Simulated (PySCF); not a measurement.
Simulated absorption spectrum

Compound: cyanomethyl acetate, C4H5NO2.
Geometry (GFN2-xTB, Å), atoms numbered from 1 in this order:
```
atom  x, y, z in Å
C1     2.1112    0.1937    0.2852
C2     0.8029   -0.5108    0.0729
O3     0.6553   -1.6731   -0.1875
O4    -0.2265    0.3415    0.2164
C5    -1.5267   -0.2178    0.0436
C6    -2.5114    0.8336    0.1662
N7    -3.2915    1.6610    0.2643
H8     2.5812   -0.2002    1.1839
H9     1.9522    1.2620    0.3902
H10    2.7684   -0.0140   -0.5555
H11   -1.6046   -0.6884   -0.9468
H12   -1.7092   -0.9883    0.8060
```

Method used: TDDFT CAM-B3LYP/def2-SVPD, vertical, gas phase, core orbitals frozen in the response (PySCF 2.14.0, density-fitted response routines).

Computed states:

| state | E (eV) | f |
| --- | --- | --- |
| S1 | 5.99 | 0.0007 |
| S2 | 7.44 | 0.0006 |
| S3 | 7.84 | 0.044 |
| S4 | 8.10 | 0.014 |
| S5 | 8.35 | 0.0005 |
| S6 | 8.42 | 0.111 |
| S7 | 8.55 | 0.0032 |
| S8 | 8.81 | 0.066 |

Each state is given a Gaussian of 0.4 eV full width at half maximum, with ε(max) = 2.175×10⁸ f / Δν̃ (Δν̃ the width in cm⁻¹). The width is an assumption, not a result. The curve ends short of the highest state used, and states not computed would add to its high-energy end.

Task: What does the envelope look like, and where are its maxima?

Result: 
λ (nm), ε (L mol⁻¹ cm⁻¹) and a bar:
```
    151.0       4628 ##############################
    152.9       3212 #####################
    154.7       3011 ####################
    156.6       3300 #####################
    158.4       3266 #####################
    160.2       2650 #################
    162.1       1671 ###########
    163.9        871 ######
    165.8        364 ##
    167.6        146 #
    169.5         57 
    171.3         25 
    173.1         11 
    175.0          5 
    176.8          2 
    178.7          0 
    180.5          0 
    182.3          0 
    184.2          0 
    186.0          0 
    187.9          0 
    189.7          0 
    191.6          1 
    193.4          2 
    195.2          4 
    197.1          9 
    198.9         15 
    200.8         24 
    202.6         33 
    204.4         40 
    206.3         44 
    208.1         44 
    210.0         40 
    211.8         33 
    213.7         25 
    215.5         18 
    217.3         11 
    219.2          7 
    221.0          4 
    222.9          2 
    224.7          1 
    226.5          0 
    228.4          0 
    230.2          0
```

Maxima: 207 nm (5.99 eV), ε about 44, made up of S1 (100%); 157 nm (7.88 eV), ε about 3400, made up of S3 (86%) and S4 (12%) (ε in L mol⁻¹ cm⁻¹; maxima over ε = 5, shares over 10%). At its high-energy end, 8.21 eV, the curve is still rising (ε about 4600, from S4 and S6).

Task: What would ε be at 7.88 eV, the highest of these maxima, with half the width (0.2 eV)?

Result: About 5280 L mol⁻¹ cm⁻¹ against 3350, a factor of about 1.6; a lone state at its own centre would give exactly 2.

Task: Coming from long wavelengths, where does ε first pass 100 L mol⁻¹ cm⁻¹?

Result: At about 168 nm (7.36 eV), 1.38 eV above S1.

Task: On this curve, what absorbance would a 10⁻⁵ mol/L sample give at 193 nm over a 1 cm path?

Result: 193 nm is 6.424 eV, where ε is about 1.6 L mol⁻¹ cm⁻¹, so A = ε c l ≈ 1.6e-05 (Beer–Lambert, with the gas-phase spectrum and the assumed width).

One conformer stands for the species.
